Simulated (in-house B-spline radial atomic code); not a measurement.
Results of a calculation; reference values are marked as such.
**Correlation energy from the adiabatic connection: −V exp(−r²/w²), V = 27.8, w = 1.04**

Two electrons in a singlet, external potential −V exp(−r²/w²), V = 27.8, w = 1.04 (atomic units). Full CI in B-splines (partial waves to l = 8, correlation up to 0.6 % small) with the density held fixed gives W(λ) = <V_ee>_λ − U, and E_c is the integral of W(λ) − W(0) from 0 to 1.

| λ | W(λ) − W(0) (hartree) |
| --- | --- |
| 0 | 0.00000 |
| 0.02 | -0.00195 |
| 0.05 | -0.00485 |
| 0.12 | -0.01154 |
| 0.25 | -0.02366 |
| 0.4 | -0.03718 |
| 0.6 | -0.05447 |
| 0.8 | -0.07094 |
| 1 | -0.08666 |

(1) Integrate the table by the trapezoid rule.

(2) Now use only three numbers: W(0) = -1.897, the initial slope W'(0) = -0.0976 (extrapolated from the first points) and the strong-coupling limit of the point-charge-plus-continuum model, W∞ = -2.6171. What do second-order theory and the interpolation W(λ) = W∞ + (W(0) − W∞)/√(1 + 2χλ) of Seidl, Perdew and Levy give?

Answers

(1) The strips give -0.00002, -0.00010, -0.00057, -0.00229, -0.00456, -0.00916, -0.01254, -0.01576, which sum to -0.04501 hartree. The direct value, W(1) − W(0) + T_c with T_c = 0.04160, is -0.04506; the curve is convex, so chords lie above it and the trapezoids fall short in size by 0.11 %.

(2) Second order keeps the slope alone: E_c = W'(0)/2 = -0.04880, +8 % in size against -0.04506. Matching the slope fixes χ = W'(0)/(W∞ − W(0)) = -0.0976/(-0.72010) = 0.13554. Integrating, with s = √(1 + 2χ) = 1.127419, E_c = −(W(0) − W∞)(s − 1)/(s + 1) = −0.72010 × 0.127419/2.127419 = -0.04313 hartree, -4.3 % in size against the full result. At λ = 1 the formula gives W − W(0) = -0.08138 against -0.08666. Part of the miss can come from the model's W∞.
